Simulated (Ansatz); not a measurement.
A nudged elastic band was laid between two geometries of C$_{3}$H$_{5}$AlGeO (11 atoms, charge 0, multiplicity 1).

The calculation used Ansatz 0.2.0, RKS BHLYP/def2-SVP.

```
movable images  : 5
climbing image  : yes
spring          : 5.0 eV/Å²
optimiser       : quadratic models (default)
start path      : IDPP
force threshold : 0.03 eV/Å
iteration limit : 60
end points      : relaxed
```

Initial state:

```xyz
11
Properties=species:S:1:pos:R:3
O 0.747 -3.000 2.187
C 0.495 -2.090 1.504
C 0.233 -1.078 0.767
C -0.076 -0.076 -0.039
Al -1.103 -0.588 -1.646
Ge 0.569 1.737 0.378
H -1.120 0.379 -2.889
H -1.853 -1.968 -1.636
H 1.247 1.754 1.749
H 1.553 2.173 -0.715
H -0.627 2.700 0.361
```

Final state:

```xyz
11
Properties=species:S:1:pos:R:3
O -1.679 -2.309 2.491
C -1.153 -1.623 1.710
C -0.579 -0.849 0.868
C 0.017 -0.110 -0.052
Al 0.343 -0.998 -1.785
Ge 0.460 1.766 0.357
H 0.806 -0.132 -3.016
H 0.113 -2.548 -1.875
H 1.944 2.003 0.051
H -0.371 2.677 -0.554
H 0.163 2.066 1.826
```

**Question.** What changes between the two ends?

**Answer.** No bond is made or broken. The dihedral C3–C4–Ge6–H9 goes from -7 to 128°.

**Question.** Give the energies along the band, and the barrier.

**Answer.** The forces met the threshold. The highest image is number 3 of 0 to 6, 0.6 kcal/mol above the ends, which have the same energy within 2 meV. A vibrational analysis at the climbing image gives one clearly imaginary mode, 80i cm⁻¹, and a faint second one (38i cm⁻¹) that may be numerical noise or a soft torsion: probably a first-order saddle point.

| image | path coordinate (Å) | energy (kcal/mol) | dihedral C3–C4–Ge6–H9 (°) |
| --- | --- | --- | --- |
| 0 | 0.00 | 0.0 | -7 |
| 1 | 0.86 | 0.1 | 15 |
| 2 | 1.73 | 0.5 | 37 |
| 3 | 2.59 | 0.6 | 60 |
| 4 | 3.46 | 0.4 | 82 |
| 5 | 4.33 | 0.1 | 105 |
| 6 | 5.20 | 0.0 | 128 |

**Question.** What is the geometry of the highest image?

**Answer.** 
```xyz
11
Properties=species:S:1:pos:R:3
O -0.990 -2.472 2.674
C -0.688 -1.726 1.832
C -0.354 -0.892 0.921
C -0.025 -0.091 -0.079
Al -0.140 -0.889 -1.882
Ge 0.548 1.750 0.342
H 0.340 -0.060 -3.132
H -0.707 -2.348 -2.003
H 1.785 1.704 1.242
H 0.886 2.489 -0.957
H -0.589 2.479 1.063
```

Time of the run: 2.6 min on 2 threads of Arm Neoverse V1 (shared host), peak memory 0.36 GiB.
